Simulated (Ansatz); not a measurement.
`BOB[SiH3]` + `C=N` → `C=NB[SiH3]` + `BO` at 298.15 K and 1 bar (ligand exchange at a B–O bond).

Gas-phase electronic energies from Ansatz, PBE0-D4/def2-TZVP geometries. CCSD(T)/CBS is the MP2 limit (def2-TZVPP, def2-QZVPP) plus CCSD(T) − MP2 in def2-TZVPP, frozen cores. This one scheme is used for every species. One conformer a species, not always the lowest.

| species | CCSD(T)/CBS energy (Eh) | H − E (kJ/mol) | S (J/(mol·K)) |
| --- | --- | --- | --- |
| `BOB[SiH3]` | -417.48760 | 184.9 | 337.9 |
| `C=N` | -94.52360 | 115.3 | 227.0 |
| `C=NB[SiH3]` | -410.21746 | 197.7 | 322.5 |
| `BO` | -101.80414 | 103.5 | 230.4 |

H − E and S are ideal-gas, rigid-rotor, harmonic terms from PBE0-D4/def2-TZVP, for one conformer and one mirror image of each species. 1 Eh = 2625.50 kJ/mol, R = 8.31446 J/(mol·K).

By hand: ΔE, ΔH, ΔS and ΔG.

ΔE = (-410.21746) + (-101.80414) − (-417.48760) − (-94.52360) = -0.01040 Eh = -27.3 kJ/mol. Δ(H − E) = 197.7 + 103.5 − 184.9 − 115.3 = 1.0, so ΔH = -26.3 kJ/mol. ΔS = 322.5 + 230.4 − 337.9 − 227.0 = -12.0 J/(mol·K). ΔG = -26.3 − 298.15 × (-12.0)/1000 = -22.7 kJ/mol.

By hand: the equilibrium constant, and the temperature at which ΔG would vanish if ΔH and ΔS stayed fixed.

log₁₀ K = −ΔG/(RT ln 10) = 4.0. ΔG = 0 at ΔH/ΔS = 2192 K, though so small a ΔS makes that figure unsure.

The number of gas molecules stays the same, so ΔS is small and ΔH decides. A doubt of 5 kJ/mol in ΔE shifts log₁₀ K by 0.9 here. Other conformers and mirror images would add mixing entropy, several J/(mol·K) or more a flexible species. Modes under 60 cm⁻¹, often nearly free rotors, make the harmonic entropy too high. These are equilibria of isolated gas molecules and say nothing of rates. Largest T1 diagnostic: 0.017 (customary marks: 0.02 for closed shells, 0.045 for open ones).
